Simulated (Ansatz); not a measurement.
Basis sets compared for TeCl₄. The state is a singlet with charge 0. Geometry PBE-D4/def2-SVP. Ansatz on 4 threads of Arm Neoverse V2 on a shared host; times are rough, and most runs start from earlier orbitals.

Cartesian coordinates in Å:
```
Te 0.175 -0.427 -0.337
Cl -2.004 -0.531 -1.505
Cl 2.415 -0.471 0.713
Cl -0.893 -0.500 1.790
Cl 0.306 1.929 -0.661
```

In the def2 sets Te takes a core potential; there is no spin–orbit coupling.

Binding counts from free atoms (Te triplet, Cl doublet) in the same basis, without a counterpoise term.

```csv
level,functions,energy (Eh),HOMO (eV),LUMO (eV),binding per atom (eV),wall time
PBE-D4/def2-SVP,98,-2107.5464,-7.12,-4.45,2.15,0.65 s
PBE0-D4/def2-SVP,98,-2107.6933,-8.30,-3.91,1.92,1.1 s
```

Question: Estimate the rows for PBE-D4/def2-TZVP, PBE0-D4/def2-TZVP (with forces).

Answer: 
| level | functions | energy (Eh) | HOMO (eV) | LUMO (eV) | binding per atom (eV) | wall time |
| --- | --- | --- | --- | --- | --- | --- |
| PBE-D4/def2-TZVP | 198 | -2108.2150 | -7.38 | -4.62 | 2.22 | 1.5 s |
| PBE0-D4/def2-TZVP (with forces) | 198 | -2108.3551 | -8.49 | -3.97 | 2.02 | 3.7 s |
